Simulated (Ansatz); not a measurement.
# Abstraction of F: CClF3 + C2HF4O → CClF2 + C2HF5O

Species: CClF3 `FC(F)(F)Cl`, singlet; C2HF4O `F[C](F)OC(F)F`, doublet; CClF2 (chlorodifluoromethyl radical) `F[C](F)Cl`, doublet; C2HF5O ((difluoromethoxy)(trifluoro)methane) `FC(F)OC(F)(F)F`, singlet. A radical takes F: the energy is the difference in strength between two C–F bonds in different surroundings.

Shapes, held fixed at every level: PBE0-D4/def2-TZVP. Flexible molecules stand in one conformer, not always the lowest. Programs: Ansatz 0.2.0. Electronic energies: no zero-point or thermal term.

| level | kind | ΔE (kJ/mol) | less CCSD(T)/CBS estimate |
| --- | --- | --- | --- |
| PBE-D4/def2-TZVPP | GGA | -19.2 | +4.5 |
| r2SCAN-D4/def2-TZVPP | meta-GGA | -22.1 | +1.6 |
| B3LYP-D4/def2-TZVPP | global hybrid | -22.2 | +1.5 |
| wB97M-V/def2-TZVPP | range-separated hybrid | -24.2 | -0.5 |
| wB97X-V/def2-TZVPP | range-separated hybrid | -24.2 | -0.5 |
| B2PLYP/def2-TZVPP | double hybrid | -22.5 | +1.2 |
| CCSD(T)/def2-TZVPP | coupled cluster or CI | -24.6 | -0.9 |
| CCSD(T)/CBS estimate | coupled cluster or CI | -23.7 | 0.0 |

The highest level, CCSD(T)/CBS estimate, gives ΔE = -23.7 kJ/mol; the levels span -24.6 to -19.2. The column of differences is taken from that level and isn't an error. No measured value is set beside it here. Open shells run unrestricted. The CBS estimate extrapolates MP2 from def2-TZVPP and def2-QZVPP and adds CCSD(T) − MP2 in the triple-zeta set, cores frozen.
